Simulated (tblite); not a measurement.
C₆H₁₂P₂.
Z-matrix (Å and degrees, GFN2-xTB geometry), rows numbered from 1:
```
C 
P   1  1.8549
C   2  1.8561  1   97.82
P   2  2.2069  1   97.01  3   -97.27
C   4  1.8181  2   96.46  1   -74.40
C   5  1.3266  4  113.95  2   -86.15
C   6  1.4957  5  116.44  4     2.42
C   7  1.5306  6  107.28  5   -17.83
H   1  1.0883  2  109.20  3   175.34
H   1  1.0889  2  108.67  3   -66.45
H   1  1.0894  2  111.39  3    54.22
H   3  1.0888  2  108.82  1    72.63
H   3  1.0885  2  111.31  1   -48.25
H   3  1.0886  2  109.30  1  -169.08
H   5  1.0786  4  121.27  2    95.32
H   6  1.0802  5  124.04  4  -179.82
H   7  1.0952  6  108.40  5   101.27
H   7  1.0920  6  111.64  5  -140.17
H   8  1.0942  4  107.15  2  -164.63
H   8  1.0911  4  110.98  2   -47.12
```

Computed values, GFN2-xTB/tblite, gas phase, harmonic and unscaled. Errors from tens to a few hundred cm⁻¹ against measured bands are possible. One conformer, not necessarily the lowest.

Harmonic wavenumbers (cm⁻¹): 41.2, 82.6, 112.8, 141.9, 167.7, 188.5, 204.3, 223.3, 283.2, 363.7, 466.7, 509.7, 629.6, 693.4, 703.2, 729.4, 735.2, 768.2, 806.7, 820.9, 853.1, 873.2, 892.9, 938.0, 950.5, 962.1, 1048.7, 1105.6, 1106.9, 1161.7, 1241.8, 1263.6, 1297.1, 1315.6, 1317.8, 1439.2, 1442.1, 1449.5, 1453.0, 1461.1, 1462.2, 1641.0, 2926.3, 2941.7, 2968.9, 2974.1, 2985.7, 2996.1, 3001.8, 3007.1, 3012.9, 3016.2, 3064.2, 3085.4.

A = 2495, B = 1080, C = 944.4 MHz; mass 146.041 u (most abundant isotopes); point group C1, symmetry number 1.

Problem. Zero-point energy?

Solution. Half the sum of the wavenumbers: 35665 cm⁻¹ = 101.97 kcal/mol.

Problem. Give the ideal-gas entropy at 298.15 K and 1 bar in the rigid-rotor, harmonic-oscillator model (classical rotation).

Solution. Translation 40.87, rotation 29.23, vibration 31.24: S = 101.3 cal/(mol K).

Problem. And Cp and H(298.15 K) − H(0)?

Solution. Cp = 40.44 cal/(mol K), of which vibrations give 32.49 (their classical limit is 54 R = 107.3); H(298.15 K) − H(0) = 7.29 kcal/mol without the zero-point energy, 4.92 from vibrations.

Problem. Which modes carry the vibrational entropy at 298.15 K?

Solution. 41.2 cm⁻¹: 5.20; 82.6 cm⁻¹: 3.83; 112.8 cm⁻¹: 3.22; 141.9 cm⁻¹: 2.78; 167.7 cm⁻¹: 2.46; 188.5 cm⁻¹: 2.24 cal/(mol K); the other 48 give 11.51 together.

Problem. Blend soft modes into free rotors: weight 1/[1 + (100 cm⁻¹/ν̃)⁴] for the oscillator and the rest for a rotor with moment μB/(μ + B), μ = h/(8π²ν), B = 10⁻⁴⁴ kg m². What vibrational entropy results?

Solution. 29.05 cal/(mol K) in place of 31.24, which changes −T·S at 298.15 K by +0.65 kcal/mol.

Problem. How do the functions run with temperature in this model?

Solution. 
| T (K) | S (cal/(mol K)) | Cp (cal/(mol K)) | H − H(0) (kcal/mol) | G − H(0) (kcal/mol) | ln q(vib) |
| --- | --- | --- | --- | --- | --- |
| 100 | 70.6 | 20.1 | 1.35 | -5.71 | 1.81 |
| 200 | 87.5 | 29.8 | 3.84 | -13.65 | 4.67 |
| 300 | 101.6 | 40.6 | 7.36 | -23.12 | 7.47 |
| 500 | 127.1 | 59.8 | 17.52 | -46.04 | 12.99 |
| 800 | 159.6 | 78.1 | 38.45 | -89.20 | 20.89 |
| 1000 | 177.9 | 86.1 | 54.90 | -122.99 | 25.77 |

q(vib) and H(0) count from the zero-point level.

Hindered rotation and anharmonicity are outside this model. Other conformers, if any are populated, would add a mixing term that is left out. The structure is chiral; the term R ln 2 for an equal mix with its mirror image is left out.
